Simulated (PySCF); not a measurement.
Dipole response of Ge⁺ (germanium, charge +1)

[Ar] 3d10 4s2 4p1, 2P determinant. Computed with PySCF 2.14 in aug-cc-pVTZ-PP with one added diffuse shell each of s, d, f type with ECP10MDF (7s5p5d3f, 68 functions), with scalar relativity through the core potential. Coupled (time-dependent) response in atomic units; α is the mean over directions.

```
   method  mean α (bohr³)         α xx, yy, zz  C₆ (like pair)  S(−4)
      UHF           19.87  18.83, 21.96, 18.83           115.9  144.5
      PBE           19.21  17.61, 22.41, 17.61           109.1  145.8
     PBE0           19.16  17.80, 21.89, 17.80           109.4  139.7
BHandHLYP           18.93  17.69, 21.41, 17.69           107.6  134.5
  wB97X-V           19.16  17.93, 21.61, 17.93           109.6  138.0
```

S(−4) is the Cauchy moment in α(ω) = α(0) + S(−4) ω² + …

Spin-orbit coupling is absent.

α(iu) at PBE:

```tsv
u (hartree)	α(iu) (bohr³)
0	19.21
0.0500	18.86
0.100	17.88
0.200	14.93
0.300	11.86
0.500	7.397
0.750	4.446
1.00	2.951
1.50	1.595
2.00	1.013
3.00	0.5194
5.00	0.2118
```

For an ion, C₆ is the dispersion term alone; charge-induced terms of lower order in 1/R come first.

The components differ because the open shell of this determinant is not spherical; for a pure term their mean is the scalar polarisability.

Energies and moments cover only the electrons outside the core potential.
